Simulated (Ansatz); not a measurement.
Geometry optimisation, RKS r2SCANh/STO-3G in Ansatz 0.2.0.

Input file:

```yaml
crystal:
  periodic: [false, false, false]
  atoms:
    - { symbol: O, position_ang: [-0.3391, 1.953, -0.1717] }
    - { symbol: P, position_ang: [0.7455, 0.8373, -0.269] }
    - { symbol: Si, position_ang: [0.4113, -0.2303, 1.653] }
    - { symbol: Si, position_ang: [-0.2154, -0.728, -1.4628] }
    - { symbol: H, position_ang: [-0.2493, 2.6859, -0.8849] }
    - { symbol: H, position_ang: [0.9249, 0.6473, 2.7741] }
    - { symbol: H, position_ang: [1.2712, -1.4801, 1.6544] }
    - { symbol: H, position_ang: [-0.9509, -0.5404, 1.869] }
    - { symbol: H, position_ang: [-1.6354, -1.0049, -0.8698] }
    - { symbol: H, position_ang: [-0.4249, -0.2266, -2.8237] }
    - { symbol: H, position_ang: [0.5277, -1.9703, -1.448] }
basis:
  gaussian: { orbitals: STO-3G }
hamiltonian:
  xc: r2scanh
relax:
  f_tol: 0.015
  max_steps: 40
```

Launched with:

```bash
$ ansatz run input.yaml --threads 1 --pin off --max-ram 2048MiB --backend cpu --events-out ev --progress --plain --runs-dir out
```

Q: Where does it end, and by what steps?

A: The forces met the threshold. Limits of this set-up: minimal basis. After 10 steps the energy has fallen by 1.240 eV; H5 moved furthest, 0.35 Å.

```csv
step,energy less start (eV),largest force component (eV/Å),accepted
0,0.0000,6.890,yes
1,-0.8934,3.511,yes
2,-1.1532,0.804,yes
3,-1.0634,2.119,no
4,-1.2317,0.179,yes
5,-1.2362,0.119,yes
6,-1.2386,0.079,yes
7,-1.2400,0.017,yes
8,-1.2401,0.022,yes
9,-1.2401,0.036,no
10,-1.2401,0.006,yes
```

```xyz
11
Properties=species:S:1:pos:R:3
O -0.567 1.938 -0.199
P 0.780 0.803 -0.322
Si 0.472 -0.175 1.658
Si -0.269 -0.771 -1.509
H -0.134 2.784 -0.571
H 1.007 0.650 2.713
H 1.172 -1.437 1.678
H -0.920 -0.428 1.952
H -1.599 -1.063 -1.026
H -0.377 -0.366 -2.889
H 0.500 -1.992 -1.463
```

Whether the end is a true minimum wasn't checked by a vibrational analysis.

The run took 49 s on 1 thread of AMD EPYC 7R43 64-Core Processor (Zen 3), on a shared host, peak memory 0.16 GiB.
